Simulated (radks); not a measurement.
Numerical settings for the silver ion Ag+, [Kr] 4d10. Calculated with a radial shooting solver on a logarithmic mesh with Libxc functionals: Dirac Kohn-Sham, PBEsol, spin-unpolarised, spherical densities, point nucleus. The defaults (mesh step 0.008 in ln r, mesh end at 40 bohr or more with all orbitals vanishing there, Anderson mixing 0.5 over 9 steps, residual threshold near 1e-9 with the energy settled to 1e-9 hartree or 1e-11 of itself, here a cap of 85 iterations) give E = -5314.4234 hartree and 4d5/2 at -15.418 eV in 14 iterations. Run on one thread of a shared host, so times are rough (Intel(R) Xeon(R) Platinum 8559C): 0.14 s of CPU time, 0.14 s wall, 14 iterations on 2546 mesh points. Changes against that run (0 stands for a change within the tolerance of the run):

setting                    iterations         converged  E (mhartree)  e(4d5/2) (meV)  CPU (s)
mesh step in ln r 0.012            14               yes             0               0      0.1
mesh step in ln r 0.03             14               yes      +0.00142               0     0.04
mesh step in ln r 0.05             14               yes       +0.0409        -0.00801     0.03
mesh end (bohr) 1                  13  level above zero      +1.7e+05       +4.44e+05     0.09
mesh end (bohr) 8                  14               yes       +0.0321           +2.77     0.13
residual threshold 1e-16           85                no             0               0     0.36
residual threshold 0.001            9               yes             0            +3.6     0.09
mixing 0.2                         16               yes             0               0     0.14
linear mixing, mixing 0.2          85                no             0               0     0.52
linear mixing, mixing 1            85                no     +2.91e+04       -2.36e+05      2.3
mixing history 2                   25               yes             0               0     0.19
iteration cap 2                     2                no          +545        -1.8e+04     0.04

Settled on a wrong energy, with an occupied level pushed above zero by the early mesh end: mesh end (bohr) 1 (+170 hartree). Apart from these: no run marked as converged misses the energy by more than 1 mhartree. A mesh that ends early acts as a hard wall.
